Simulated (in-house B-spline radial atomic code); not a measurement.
## Ionising the promethium ion Pm¹³⁺ with different functionals

Computed with a radial B-spline atomic code at the basis-set limit: scalar-relativistic (spin-free X2C) Hamiltonian, Fermi nucleus of rms radius 4.962 fm, spin-polarised at highest spin, spherical fractional occupations for the functionals. The ionisation energy is the difference of two self-consistent energies, [Kr] 4d10 5s2 → [Kr] 4d10 5s1, without Breit or QED terms; ε is the level of the shell that loses the electron (its least bound occupied spin orbital). There is no spin-orbit coupling in this Hamiltonian.

| method | rung | ΔSCF (eV) | -ε(5s) (eV) |
| --- | --- | --- | --- |
| HF fractional | Hartree-Fock | 248.11 | 248.35 |
| BLYP | GGA | 252.30 | 243.25 |
| TPSS | meta-GGA | 251.21 | 242.46 |
| B97-1 | global hybrid | 251.69 | 244.32 |
| r2SCAN0 | global hybrid | 250.18 | 244.40 |
| HSE06 | range-separated hybrid | 251.39 | 244.35 |

Question: How do they compare with the NIST value?

Answer: NIST lists 248 eV ± 3 (tabulated theory, ground level to ground level). Errors run from +0.11 to +4.30 eV; all lie within about twice that uncertainty, so the table can't rank the methods.
